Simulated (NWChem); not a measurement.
System: InO, doublet; SMILES [In]=[O]

NWChem input:

```
start job
memory heap 200 mb stack 900 mb global 1100 mb
geometry units angstroms noautoz
  In     0.000000     0.000000    -0.310426
  O      0.000000     0.000000     1.639112
end
basis spherical
  In library def2-svp
  O library def2-svp
end
ecp
  In library def2-ecp
end
dft
  odft
  mult 2
  xc b3lyp
  iterations 150
  mulliken
end
task dft energy
```

The geometry was optimised at PBE0/def2-SVP, spin-unrestricted. No stability test was run on the SCF state. B3LYP is NWChem's, with the RPA form of VWN correlation. def2 effective core potentials on In; no spin-orbit coupling.

**Question.** Give the results of this calculation. (B3LYP/def2-SVP with def2 effective core potentials on In, spin-unrestricted.) Quantities: energy (Ha); highest occupied level (eV); lowest empty minus highest occupied level, either spin (eV); dipole (D); <S²>.

**Answer.** 
```
Property                                                      Result
-----------------------------------------------------------  -------
energy (Ha)                                                  -265.31
highest occupied level (eV)                                    -6.82
lowest empty minus highest occupied level, either spin (eV)     2.87
dipole (D)                                                      3.62
<S²>                                                           0.763
```
